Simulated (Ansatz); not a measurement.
Geometry optimisation, RKS B3LYP/def2-SVP in Ansatz.

The input (input.yaml):

```yaml
crystal:
  periodic: [false, false, false]
  atoms:
    - { symbol: Ga, position_ang: [-0.5882, -0.54, -0.8492] }
    - { symbol: Cl, position_ang: [0.8576, 1.5693, -1.3972] }
    - { symbol: Cl, position_ang: [0.3514, -2.2388, -1.5884] }
    - { symbol: Cl, position_ang: [-2.6183, -0.1058, -0.8951] }
    - { symbol: H, position_ang: [0.8246, 1.0378, 0.2765] }
    - { symbol: "N", position_ang: [0.3244, 0.1167, 1.1039] }
    - { symbol: H, position_ang: [1.0806, -0.4063, 1.5288] }
    - { symbol: H, position_ang: [-0.2322, 0.567, 1.8208] }
basis:
  gaussian: { orbitals: def2-SVP }
hamiltonian:
  xc: b3lyp
relax:
  f_tol: 0.15
  max_steps: 25
  restrain:
    - { distance: [0, 5], at: 3.23, k: 30.0 }
    - { distance: [4, 1], at: 2.63, k: 30.0 }
    - { distance: [0, 1], at: 2.24, k: 30.0 }
    - { distance: [4, 5], at: 1.02, k: 30.0 }
output:
  orbitals: {}
```

Launched with:

```bash
$ ansatz run input.yaml --threads 2 --pin off --max-ram 3072MiB --backend cpu --events-out ev --progress --plain --runs-dir out
```

Problem. Where does it end, and by what steps?

Solution. The forces met the threshold. The restraints hold the end off the free minimum. After 7 steps the energy has fallen by 0.776 eV (the restraints' own energy left out); Ga1 moved furthest, 0.65 Å. Joined: H5–N6 (1.34 → 1.02 Å).

```tsv
step	energy less start (eV)	largest force component (eV/Å)	accepted
0	0.0000	3.495	yes
1	-0.3640	5.105	yes
2	-0.5449	2.358	yes
3	-0.5565	1.784	yes
4	-0.7337	1.364	yes
5	-0.7525	0.739	yes
6	-0.7655	0.822	yes
7	-0.7758	0.711	yes
```

```xyz
8
Properties=species:S:1:pos:R:3
Ga -0.653 -0.443 -1.488
Cl 0.607 1.362 -1.739
Cl 0.201 -2.366 -1.880
Cl -2.761 -0.206 -1.203
H 0.910 0.985 0.852
N 0.499 0.248 1.427
H 1.257 -0.266 1.875
H -0.061 0.687 2.157
```

Time of the run: 24 s on 2 threads of Intel(R) Xeon(R) Platinum 8488C (Sapphire Rapids), on a shared host, peak memory 0.32 GiB.
